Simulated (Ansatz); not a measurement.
Program: Ansatz 0.2.0.

A structure relaxed at PBE0-D4/def2-TZVP, charge 0, multiplicity 1:

```
atom    x (Å)    y (Å)    z (Å)
  B1  -0.1372  -2.8217  -0.4047
  N2  -0.1645  -1.4863  -0.5390
  C3  -0.1830  -0.2331  -0.6386
  B4   0.1664   0.6842   0.5756
  C5   0.1550   2.2329   0.4803
  F6  -0.1890   2.7406  -0.7659
  H7   0.8858  -3.3998  -0.6341
  H8  -1.1385  -3.3835  -0.0651
  H9  -0.4518   0.2016  -1.6083
 H10   0.4544   0.1834   1.6216
 H11  -0.5409   2.6488   1.2247
 H12   1.1434   2.6328   0.7533
```

**Question.** Give its formula and SMILES.

**Answer.** C2H6B2FN, `BN=CBCF`.

**Question.** Point group (tolerance 0.08 Å, 0.16 Å for H)?

**Answer.** Cs.

**Question.** Summarise the bond lengths by kind.

**Answer.** 1 × B–N 1.342 Å; 3 × B–H 1.195 to 1.197 Å; 1 × C–N 1.257 Å; 2 × B–C 1.552 to 1.561 Å; 3 × C–H 1.096 to 1.101 Å; 1 × C–F 1.389 Å.
